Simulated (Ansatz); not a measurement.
Input file for Ansatz (a quantum-chemistry and plane-wave program): R-PBE0/def2-TZVPP on HNP (SMILES [NH+]#P). Charge +1.

Ansatz 0.2 input:
```yaml
crystal:
  periodic: [false, false, false]
  atoms:
    - {symbol: N, position_ang: [-0.00000000, -0.00000000, -0.90473460]}
    - {symbol: P, position_ang: [0.00000000, 0.00000000, 0.55016965]}
    - {symbol: H, position_ang: [-0.00000000, -0.00000000, -1.91940251]}
basis:
  gaussian:
    orbitals: def2-TZVPP
hamiltonian:
  xc: {name: PBE0}
total_charge: 1
accuracy: high
relax: {f_tol: 0.0005, max_steps: 60}
scf: {lower_state_search: off}
output: {forces: true}
```

Program output:

```
Functional definition: PBE0
[...]
these checks for a lower state are left out or cut short: stability, starts, cluster_reference, orbital_swaps, neighbouring_geometries, increment
integrals: 0.09 GiB planned
1299 factors; integrals over basis functions are off by at most 2.2e-9 eV
mean field: 0.28 GiB planned
mean field evaluation 1: about -10761.1245 eV, gradient 1.0e2 eV
mean field evaluation 2: about -10686.5170 eV, gradient 1.6e2 eV
mean field evaluation 4: about -10781.4738 eV, gradient 7.6e0 eV
mean field evaluation 8: about -10781.5745 eV, gradient 4.1e-1 eV
mean field evaluation 16: about -10781.5748 eV, gradient 3.2e-7 eV
mean field -10781.57481285 eV, -396.2155663585 hartree, gradient 1.7e-8 eV, S^2 0.000000; 0 other end points of the search recorded, 0 dependent functions left out
the calculation of the forces begins
reference -10781.57481467 eV, -396.2155664251 hartree; 11, 11 occupied and 76, 76 virtual orbitals, 1299 factors
relax step   1: F+E_penalty+E_count = -10781.57481285 eV  Δ(F+E_penalty+E_count) = +0.000e0 eV  max|allowed force component| = 3.089e-1 eV/Å  Δτ_max = 0.0000 Å  (18 SCF iters, accepted)
these checks for a lower state are left out or cut short: stability, starts, cluster_reference, orbital_swaps, neighbouring_geometries, increment
integrals: 0.09 GiB planned
1299 factors; integrals over basis functions are off by at most 2.2e-9 eV
mean field: 0.28 GiB planned
mean field -10781.57533634 eV, -396.2155855961 hartree, gradient 1.6e-8 eV, S^2 0.000000; 0 other end points of the search recorded, 0 dependent functions left out
the calculation of the forces begins
reference -10781.57533815 eV, -396.2155856628 hartree; 11, 11 occupied and 76, 76 virtual orbitals, 1299 factors
relax step   2: F+E_penalty+E_count = -10781.57533634 eV  Δ(F+E_penalty+E_count) = -5.235e-4 eV  max|allowed force component| = 1.240e-1 eV/Å  Δτ_max = 0.0018 Å  (19 SCF iters, accepted)
these checks for a lower state are left out or cut short: stability, starts, cluster_reference, orbital_swaps, neighbouring_geometries, increment
integrals: 0.09 GiB planned
1299 factors; integrals over basis functions are off by at most 2.2e-9 eV
mean field: 0.28 GiB planned
mean field evaluation 32: about -10781.5754 eV, gradient 1.9e-1 eV
mean field -10781.57543360 eV, -396.2155891707 hartree, gradient 2.4e-8 eV, S^2 0.000000; 0 other end points of the search recorded, 0 dependent functions left out
the calculation of the forces begins
reference -10781.57543542 eV, -396.2155892373 hartree; 11, 11 occupied and 76, 76 virtual orbitals, 1299 factors
relax step   3: F+E_penalty+E_count = -10781.57543360 eV  Δ(F+E_penalty+E_count) = -9.727e-5 eV  max|allowed force component| = 8.121e-4 eV/Å  Δτ_max = 0.0011 Å  (18 SCF iters, accepted)
these checks for a lower state are left out or cut short: stability, starts, cluster_reference, orbital_swaps, neighbouring_geometries, increment
integrals: 0.09 GiB planned
1299 factors; integrals over basis functions are off by at most 2.2e-9 eV
mean field: 0.28 GiB planned
mean field -10781.57543361 eV, -396.2155891709 hartree, gradient 2.7e-8 eV, S^2 0.000000; 0 other end points of the search recorded, 0 dependent functions left out
the calculation of the forces begins
reference -10781.57543542 eV, -396.2155892375 hartree; 11, 11 occupied and 76, 76 virtual orbitals, 1299 factors
relax step   4: F+E_penalty+E_count = -10781.57543361 eV  Δ(F+E_penalty+E_count) = -5.371e-9 eV  max|allowed force component| = 6.687e-6 eV/Å  Δτ_max = 0.0000 Å  (12 SCF iters, accepted)
Total energy: -10781.57543542 eV, -396.2155892375 hartree
Atom 0 at     0.000000     0.000000    -0.903853 Å, force     0.000000     0.000000     0.000007 eV/Å
Atom 1 at    -0.000000    -0.000000     0.547228 Å, force    -0.000000     0.000000    -0.000003 eV/Å
Atom 2 at    -0.000000    -0.000000    -1.917342 Å, force    -0.000000    -0.000000    -0.000004 eV/Å
Dipole moment:    -0.000000     0.000000    -0.016679 e Å
Checks for a lower state left out: stability, starts, cluster_reference, orbital_swaps, neighbouring_geometries, increment
```

The calculation finished and met its thresholds.

Cost: roughly 18 core-seconds.
